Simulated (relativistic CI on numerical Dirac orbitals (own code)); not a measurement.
Method of calculation: Dirac-Coulomb-Breit CI, orbitals from a KLI potential per configuration, a model potential for QED, valence Slater integrals scaled by 0.85, P86 correlation estimate, and configurations built on the next ion tied to the tabulated ionisation energy (semi-empirical) (own radial code, finite nucleus).

Configurations in the expansion (outside the closed core [Ar] 3d10): 4s2.4p2, 4s2.4p.4d, 4s2.4p.5s, 4s2.4p.5p, 4s2.4p.5d, 4s2.4p.6s, 4s2.4p.4f, 4s2.4p.5f, 4s.4p3, 4p4, 4s2.4d2, 4s.4p2.4d, 4s.4p2.4f, 4s2.4f2, 4p2.4d2, 4s2.4p.6p, 4s.4p2.5s, 4s2.4p.6d, 4s2.4p.5g, 4p3.4d, 4s2.4p.6f, 4s2.4d.4f, 4s.4p2.5p, 4s.4p.4d2. Levels of other configurations are missing.

Configurations that consist of the next ion and one excited electron were tied to the tabulated ionisation energy; Rydberg ones are usually within 1,000 to 3,000 cm⁻¹ and the lowest ones within about 6,000 (9,000 in d shells), while levels on excited terms of the next ion carry the error of that term, and the other configurations can be misplaced by 10,000 cm⁻¹ or more. Rates follow the energies as ν³ (E1, M1) or ν⁵ (E2), so rates, branching and lifetimes can be off by large factors. The fine structure of a lone outer electron comes out too small, for d and f at times inverted, and misplaced configurations move strength between like terms.

Outline of the computed level scheme of Br IV. Lowest level of each configuration: 4s2.4p2 3P_0 at 0.0000 eV; 4s.4p3 5S°_2 at 10.1420 eV; 4s2.4p.4d 3F°_2 at 19.6572 eV; 4s2.4p.5s 3P°_0 at 23.2199 eV; 4s2.4p.5p 1P_1 at 27.2262 eV; 4s.4p2.4d 3P_2 at 29.3961 eV.

Some strong electric-dipole decays among the lowest 45 levels: 4s2.4p.4d 1F°_3 → 4s2.4p2 1D_2 (2.4e+10 s⁻¹); 4s2.4p.4d 3D°_3 → 4s2.4p2 3P_2 (2.4e+10 s⁻¹); 4s2.4p.4d 1D°_2 → 4s2.4p2 1D_2 (2.0e+10 s⁻¹); 4s2.4p.4d 3P°_0 → 4s2.4p2 3P_1 (1.9e+10 s⁻¹); 4s2.4p.4d 1P°_1 → 4s2.4p2 1S_0 (1.9e+10 s⁻¹); 4s2.4p.4d 3P°_1 → 4s2.4p2 3P_0 (1.8e+10 s⁻¹); 4s2.4p.4d 3D°_1 → 4s2.4p2 3P_1 (1.5e+10 s⁻¹); 4s2.4p.4d 3D°_2 → 4s2.4p2 3P_2 (1.3e+10 s⁻¹).

Rates of lines that live on the mixing of spin multiplicities can be off by large factors.

LS names give the leading component of a level, which can be under half, so a name can repeat, a term be missing and a line seem to break the LS rules.
